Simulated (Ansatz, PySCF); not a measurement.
Cl₂H₄N₂Si. Atoms are numbered in the order given.

```xyz
9

N     -0.3322     1.3488     1.3564
Si     0.0000     0.0000     0.3678
N      0.3322    -1.3488     1.3564
Cl    -1.6527    -0.1570    -0.8894
Cl     1.6527     0.1570    -0.8894
H      0.3400     1.6318     2.0632
H     -0.8573     2.1346     0.9873
H     -0.3400    -1.6318     2.0632
H      0.8573    -2.1346     0.9873
```
Charge 0, spin multiplicity 1.

The structure is a stationary point at B3LYP-D3(BJ)/def2-SVP. Other conformers were not sampled.

Vertical ionisation energy (IE) and electron affinity (EA) in eV. Rows of orbital energies are one-electron estimates. Where ΔSCF, EOM or ADC give a negative EA the extra electron is unbound and the value depends on the basis.

```tsv
level	IE	EA
−ε(HOMO), −ε(LUMO), CAM-B3LYP/def2-TZVP (PySCF)	___	___
−ε(HOMO), −ε(LUMO), PBE/def2-TZVP (PySCF)	6.55	0.39
ΔSCF, CAM-B3LYP/def2-SVPD (Ansatz), final states of multiplicity 2 and 2	10.41	-1.20
ΔSCF, PBE/def2-SVPD (Ansatz), final states of multiplicity 2 and 2	9.52	-0.88
```

**Question.** What belongs in the gaps? (The exact figures need the calculation; the answer reports its results.)

**Answer.** 
- −ε(HOMO), −ε(LUMO), CAM-B3LYP/def2-TZVP (PySCF), IE: 9.44
- −ε(HOMO), −ε(LUMO), CAM-B3LYP/def2-TZVP (PySCF), EA: -1.35

**Question.** What vertical singlet–triplet gap does ΔSCF give with CAM-B3LYP/def2-SVPD (Ansatz, a quantum-chemistry and plane-wave program) and with PBE/def2-SVPD (Ansatz)? (The exact figures need the calculation; the answer reports its results.)

**Answer.** 6.87 and 5.95 eV (triplet above singlet where positive).
